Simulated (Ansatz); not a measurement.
H4BNSi, SMILES `B[Si]N` (excited triplet) (charge 0, multiplicity 3). This triplet is an excited state, 0.72 eV above the relaxed singlet at the level composite: frozen-core CCSD(T) with HF/cc-pVQZ and the correlation energy extrapolated as X^-3 from cc-pVTZ and cc-pVQZ, plus CCSDT(Q) minus CCSD(T) in cc-pVDZ // PBE0-D3(BJ)/def2-TZVP (Ansatz, a quantum-chemistry and plane-wave program).

The numbers are results of frozen-core CCSDTQ/6-31g // PBE0-D3(BJ)/def2-TZVP in Ansatz, not measurements.

Ansatz 0.2 input:
```yaml
crystal:
  periodic: [false, false, false]
  atoms:
    - { symbol: B, position_ang: [-1.584336, -0.177118, 0.091961] }
    - { symbol: Si, position_ang: [0.193366, -0.565759, 0.707036] }
    - { symbol: N, position_ang: [1.561278, 0.125599, -0.030065] }
    - { symbol: H, position_ang: [-1.648097, 0.580427, -0.836409] }
    - { symbol: H, position_ang: [-2.530663, -0.67193, 0.618956] }
    - { symbol: H, position_ang: [2.507806, -0.051286, 0.260629] }
    - { symbol: H, position_ang: [1.500647, 0.760065, -0.812109] }
basis:
  gaussian: { orbitals: "6-31g" }
correlation:
  method: ccsdtq
magnetization:
  spin_polarized: true
  initial_magnetization: 2
```

Output:

```
Functional definition: HF
903 factors; integrals over basis functions are off by at most 2.0e-7 eV
mean field evaluation 1: about -10072.9699 eV, gradient 1.9e1 eV
mean field evaluation 2: about -10072.9709 eV, gradient 1.9e1 eV
mean field evaluation 4: about -10074.9641 eV, gradient 2.3e0 eV
mean field evaluation 8: about -10075.0842 eV, gradient 1.6e-1 eV
mean field evaluation 16: about -10074.9623 eV, gradient 2.3e0 eV
mean field evaluation 32: about -10071.3716 eV, gradient 8.3e-3 eV
mean field evaluation 64: about -10071.3750 eV, gradient 2.0e-1 eV
mean field -10075.08592945 eV, -370.2525787688 hartree, gradient 1.0e-5 eV, S^2 2.005294; 0 other end points of the search recorded, 0 dependent functions left out
7 core orbitals not correlated
reference -10075.08592945 eV, -370.2525787688 hartree; 9, 7 occupied and 23, 25 virtual orbitals, 903 factors
second order -5.39266921 eV of doubles, -0.00000000 eV of singles
cycle   1  -5.85596816 eV  change   -4.6e-1 eV  update   9.0e-2
cycle   2  -6.21572646 eV  change   -3.6e-1 eV  update   4.2e-2
cycle   3  -6.40038402 eV  change   -1.8e-1 eV  update   3.1e-2
cycle   4  -6.40507595 eV  change   -4.7e-3 eV  update   1.4e-2
cycle   5  -6.40979808 eV  change   -4.7e-3 eV  update   1.0e-2
cycle   6  -6.41498649 eV  change   -5.2e-3 eV  update   4.6e-3
cycle   7  -6.41300710 eV  change    2.0e-3 eV  update   2.1e-3
cycle   8  -6.41204990 eV  change    9.6e-4 eV  update   9.1e-4
cycle   9  -6.41250650 eV  change   -4.6e-4 eV  update   4.8e-4
cycle  10  -6.41267535 eV  change   -1.7e-4 eV  update   2.9e-4
cycle  11  -6.41259768 eV  change    7.8e-5 eV  update   1.7e-4
cycle  12  -6.41266129 eV  change   -6.4e-5 eV  update   7.6e-5
cycle  13  -6.41262071 eV  change    4.1e-5 eV  update   4.6e-5
cycle  14  -6.41261502 eV  change    5.7e-6 eV  update   1.4e-5
cycle  15  -6.41262001 eV  change   -5.0e-6 eV  update   9.3e-6
cycle  16  -6.41262271 eV  change   -2.7e-6 eV  update   4.1e-6
cycle  17  -6.41262368 eV  change   -9.6e-7 eV  update   2.7e-6
cycle  18  -6.41262516 eV  change   -1.5e-6 eV  update   1.5e-6
Total energy: -10081.49855461 eV, -370.4882383966 hartree
```
